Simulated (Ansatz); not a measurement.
Ag₄O₃⁻, relaxed as a doublet with UKS PBE-D4/def2-SVPD in Ansatz, starting from the GFN2-xTB geometry. Force threshold 0.02 eV/Å.

In the def2 sets Ag takes a core potential; there is no spin–orbit coupling. Another isomer (doublet) lies 1.09 eV lower at PBE0-D4/def2-TZVPD; other spin states weren't run for this one.

Start:

Cartesian coordinates in Å:
```
Ag -0.732 -2.252 1.498
Ag 0.908 -1.212 -0.131
Ag -1.077 0.900 0.385
Ag 1.010 1.242 -1.277
O -0.515 2.372 -0.688
O -1.697 -0.669 1.536
O 2.102 -0.381 -1.322
```

(1) Estimate the energy that the relaxation releases and the steps that it takes.

(2) Does the start keep its bonding and symmetry?

(3) Predict the relaxed structure.

Answers

(1) 18.3 kcal/mol, in 7 steps; 55 s on 4 threads of Arm Neoverse V1 on a shared host. No frequencies were taken in this run, so the end may be a saddle point.

(2) By distances, no bond broke or formed. The bond that changes most is Ag2–O7, from 1.88 to 2.12 Å (atoms count from 1). Point group Cs at the start, Cs at the end, both within 0.05 Å.

(3) 
```xyz
7

Ag   -0.8131   -2.2007    1.5288
Ag    1.0044   -1.2049   -0.1813
Ag   -1.1353    0.7526    0.4892
Ag    1.0746    1.2473   -1.3233
O    -0.4959    2.3222   -0.6687
O    -1.9926   -0.6049    1.7096
O     2.3578   -0.3116   -1.5543
```
Bond lengths (bridged metal pairs left out): 6 × Ag–O 1.99 to 2.12 Å; 2 × Ag–Ag 2.69 to 2.98 Å.
